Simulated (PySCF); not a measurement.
## Induced dipoles and field energies

Species: CH5GeNSi.
Atom-mapped SMILES: `[N:1]#[C:2][GeH2:3][SiH3:4]` (hydrogens: H5, H6 on Ge3; H7, H8, H9 on Si4)

Cartesian coordinates in Å at the PBE0-D3(BJ)/def2-SVP level; atoms count from 1:
```xyz
9
CH5GeNSi angstrom
N      2.8252   -1.3118   -0.3887
C      2.0128   -0.4984   -0.2347
Ge     0.6111    0.8025    0.0230
Si    -1.4479   -0.3974    0.0864
H      0.9398    1.5203    1.3394
H      0.7156    1.7786   -1.1570
H     -1.6281   -1.1178   -1.2069
H     -2.5627    0.5752    0.2871
H     -1.4079   -1.3682    1.2177
```

Level: PBE0/def2-SVPD (PySCF); nuclei fixed, core orbitals frozen in the response. Permanent dipole (-3.404, 2.356, 0.541) D (1 au = 2.5417 D). Static polarisability (au):

```
x   91.20 -1.87 -2.65
y   -1.87 75.36  1.35
z   -2.65  1.35 63.99
```

Only the terms in μ and α are kept: μ(F) = μ + αF and ΔE = −μ·F − ½ F·αF.

Apply 0.001 au along ±x, ±y and ±z in turn. Tabulate induced and total dipoles and both energy terms.

| field along | induced x (D) | induced y (D) | induced z (D) | total size (D) | −μ·F (kJ/mol) | −½F·αF (kJ/mol) |
| --- | --- | --- | --- | --- | --- | --- |
| +x | 0.232 | -0.005 | -0.007 | 3.985 | +3.516 | -0.120 |
| −x | -0.232 | 0.005 | 0.007 | 4.369 | -3.516 | -0.120 |
| +y | -0.005 | 0.192 | 0.003 | 4.290 | -2.434 | -0.099 |
| −y | 0.005 | -0.192 | -0.003 | 4.066 | +2.434 | -0.099 |
| +z | -0.007 | 0.003 | 0.163 | 4.207 | -0.559 | -0.084 |
| −z | 0.007 | -0.003 | -0.163 | 4.150 | +0.559 | -0.084 |

For the field (-0.0002, 0.0010, -0.0003) au, what is the induced dipole, and what angle does it make with the field?

αF = (-0.049, 0.191, -0.044) D, at 4.9° to the field. The polarisability along this direction, F·αF/F², is 74.68 au, against a mean of 76.85 au.

Which field along μ doubles the dipole in that direction (linear response)?

The polarisability along the dipole is 88.18 au, so F = 1.6426 au / 88.18 au = 0.0186 au = 0.96 V/Å; higher-order terms are ignored.

What field makes μF equal to kT at 400 K?

kT = 1.2667 × 10⁻³ Eh, so F = 0.000771 au = 3.97 MV/cm.

Induction energy −ᾱe²/2R⁴ of a unit charge at 7 Å, the molecule taken as a point?

R = 13.23 bohr, so the energy is −76.8/(2 × 13.23⁴) Eh = -3.29 kJ/mol. The charge–dipole term at its most favourable orientation, −μe/R², is -24.6 kJ/mol.

Geometry: PBE0-D3(BJ)/def2-SVP; no solvent, vibrations or thermal averaging. The calculation is non-relativistic, for germanium too.
